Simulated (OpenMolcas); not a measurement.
Predicting a hybrid from its neighbours: Br2 (bromine)

Br2: 2 atoms, total charge 0, spin state singlet. SMILES: `BrBr`. Geometry: relaxed at PBE0-D4/def2-TZVP.

The electronic atomisation energy y, in eV, basis aug-cc-pVTZ; a is the functional's share of exact exchange. Programs: OpenMolcas 26.06.

```
functional     program     a  y (eV)
    revPBE  OpenMolcas     0    2.26
      BLYP  OpenMolcas     0    2.20
     B3LYP  OpenMolcas   0.2    2.11
      PBE0  OpenMolcas  0.25       ?
     BHLYP  OpenMolcas   0.5    1.83
```

**Question.** Fit y = c + s·a to the known rows and predict PBE0.

**Answer.** 
1. Means of the 4 rows: a = 0.1750, y = 2.100.
2. Σ(Δa)² = 0.1675, Σ(Δa·Δy) = -0.133, so the slope is -0.133/0.1675 = -0.79403.
3. Intercept: 2.100 − (-0.79403) × 0.1750 = 2.239. The largest residual of the fit is 0.039.
4. PBE0: 2.239 + (-0.79403) × 0.25 = 2.04 eV.

The run gave 2.27 eV, so the prediction is off by -0.23 eV, more than the scatter of the fit. The rows mix families of semi-local functionals, which the line can't see. Spin-orbit coupling is left out.
